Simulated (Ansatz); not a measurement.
Start from `C[CH2][In]([Cl])[CH](C)C` and change one atom or group to get `C[CH2][In]([Cl])[Cl]`.

Ansatz, PBE0-D4/def2-TZVP geometries, multiplicity 1. Each molecule was computed in one conformer, which needn't be the lowest.

Elements past krypton have def2 core potentials.

| property | `C[CH2][In]([Cl])[CH](C)C` |
| --- | --- |
| LUMO energy (PBE0/def2-TZVPP) / eV | -1.24 |
| size of the dipole moment (ωB97M-V/def2-TZVPP) / D | 3.78 |
| HOMO energy (PBE/def2-TZVPP) / eV | -5.80 |
| size of the dipole moment (PBE/def2-TZVPP) / D | 3.68 |
| HOMO energy (ωB97M-V/def2-TZVPP) / eV | -8.97 |
| HOMO–LUMO gap (PBE0/def2-TZVPP) / eV | 5.64 |

**Question.** Give the same properties after the change, and the shifts. (Estimate.)

**Answer.** The calculation gave: 
| property | `C[CH2][In]([Cl])[Cl]` | shift |
| --- | --- | --- |
| LUMO energy (PBE0/def2-TZVPP) / eV | -1.59 | -0.35 |
| size of the dipole moment (ωB97M-V/def2-TZVPP) / D | 3.98 | 0.20 |
| HOMO energy (PBE/def2-TZVPP) / eV | -6.97 | -1.17 |
| size of the dipole moment (PBE/def2-TZVPP) / D | 4.03 | 0.35 |
| HOMO energy (ωB97M-V/def2-TZVPP) / eV | -10.27 | -1.30 |
| HOMO–LUMO gap (PBE0/def2-TZVPP) / eV | 6.57 | 0.93 |

With PBE0 the HOMO falls by 1.27 eV and the LUMO falls by 0.35 eV, so the gap widens by about 0.92 eV. PBE moves the HOMO by -1.17 eV and ωB97M-V by -1.30 eV. Dipoles are sizes alone; their direction can turn.
